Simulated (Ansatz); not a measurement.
Molecule: 3-methylselanylprop-1-ene, C$_{4}$H$_{8}$Se (charge 0, singlet). SMILES: C(C[Se]C)=C
Coordinates optimised at B3LYP-D3(BJ)/def2-TZVP (Ansatz, a quantum-chemistry and plane-wave program):
```xyz
13

C     -2.8768     0.6318    -0.8344
C     -1.6725     1.1013    -0.5297
C     -0.3953     0.4743    -0.9589
Se     0.4926    -0.3603     0.6125
C      2.2816    -0.5171    -0.1800
H     -3.0002    -0.2575    -1.4420
H     -3.7788     1.1189    -0.4882
H     -1.5818     1.9854     0.0939
H     -0.5543    -0.2937    -1.7135
H      0.3074     1.2174    -1.3364
H      2.9193    -0.9756     0.5730
H      2.2493    -1.1522    -1.0624
H      2.6686     0.4678    -0.4325
```
Charge 0, spin multiplicity 1.

Wanted: vertical ionisation energy to the doublet, in eV. Conventions: no spin-orbit coupling; 6-31G* and kin with 6d, 5d where marked; each state is the SCF solution reached for its charge and spin; open shells spin-unrestricted; non-relativistic; LANL2DZ with its own core potentials from Na on; no dispersion term unless named. Ab initio and DFT rows: single points at B3LYP-D3(BJ) geometries (Ansatz).

```csv
level,program,vertical ionisation energy to the doublet (eV)
B3LYP/STO-3G,Ansatz,6.56
B3LYP/3-21G,Ansatz,8.03
B3LYP/6-31G*,Ansatz,8.09
B3LYP/6-31G* with LANL2DZ past Ar,Ansatz,8.15
B3LYP/def2-TZVPD,Ansatz,8.21
```

No value to compare with is used here. The 4 habitual levels span 6.56 (B3LYP/STO-3G) to 8.15 eV (B3LYP/6-31G* with LANL2DZ past Ar); B3LYP/def2-TZVPD gives 8.21.

The sets are all those run for this method; left out are runs that failed, that the program found above a lower state of the same kind, or whose <S^2> lies over 0.5 above the pure value.
